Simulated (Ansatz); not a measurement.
CH$_{6}$BFSi$_{2}$ at its PBE0-D4/def2-TZVP geometry, where that method's forces vanish. Charge 0, multiplicity 1. The bonds changed during the relaxation, so this is another structure than the one it started from.

```xyz
11

C     1.2412    0.9748   -0.8075
Si   -0.5116    0.9632   -0.2126
F    -1.0801    2.4029   -0.6123
B    -1.5343   -0.3264    0.6601
Si   -0.4375   -1.8066    0.8702
H     1.2611    1.1536   -1.8861
H     1.7843    1.7952   -0.3299
H     1.7514    0.0370   -0.5923
H    -2.6697   -0.2172    0.9981
H    -0.7810   -3.1115    1.4968
H     0.9761   -1.8650    0.4155
```

(1) What forces (eV/Å) does B3LYP-D4/def2-TZVPP give on these atoms in Ansatz? (Estimate.)

Answers

(1) Ansatz gave: 
```
C1   0.129 -0.019 -0.036
Si2 -0.064 -0.067  0.051
F3  -0.096  0.208 -0.053
B4  -0.074  0.007  0.020
Si5  0.057 -0.217  0.067
H6   0.020 -0.010  0.052
H7  -0.009 -0.046 -0.033
H8  -0.013  0.070 -0.024
H9   0.134 -0.010 -0.041
H10  0.016  0.077 -0.035
H11 -0.101  0.007  0.031
```

B3LYP here is the variant with VWN-RPA as its local correlation; programs differ in this.
